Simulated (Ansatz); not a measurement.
Several settings on one geometry of Li₄H₄ (relaxed from a model of (LiH)4 ring, whose bonding it doesn't keep) (that of the charge 0 singlet, PBE0-D4/def2-TZVP). Ansatz on 4 threads of Arm Neoverse V2 on a shared host; times are rough.

```csv
atom,x (Å),y (Å),z (Å)
Li1,-0.889,0.890,1.703
H2,-1.516,1.658,0.338
Li3,-1.114,1.295,-1.258
H4,-0.165,0.312,-2.244
Li5,0.896,-0.884,-1.703
H6,1.518,-1.656,-0.338
Li7,1.106,-1.302,1.257
H8,0.163,-0.313,2.244
```

Totals from different functionals, basis sets or treatments of relativity can't be compared as stabilities.

Correlated methods freeze 4 core orbitals.

The spins typed aren't always the lowest for that charge.

Give the basis size and estimate the energy, ⟨S²⟩ and time of these runs.

```
run                         method  charge    state                                                                                                                                          further keys
  1         UKS PBE0-DH/def2-mTZVP       0  triplet                   point_charges: [{charge: -1.00, position_ang: [6.122, -0.476, 0.109]}]; accuracy: high; scf: {omitted_lower_state_checks: [starts]}
  2  UKS rPW86-PBE-D3(BJ)/def2-SVP       0  triplet                                                                                                                        scf: {lower_state_search: off}
  3                RKS ωB97X/6-31G       0  singlet                                                                               nuclear_model: gaussian; accuracy: high; scf: {lower_state_search: off}
  4               RHF, ccsdt/6-31G       0  singlet  point_charges: [{charge: 0.50, position_ang: [5.745, -0.097, -0.251]}]; electrons: outside_noble_gas; accuracy: high; scf: {lower_state_search: off}
```


```
run  functions  energy (Eh)  ⟨S²⟩  wall time
  1         44     -32.2031  2.00      2.5 s
  2         56     -32.4658  2.00      7.5 s
  3         44     -32.4907     –        3 s
  4         44     -32.2017     –      2.1 s
```
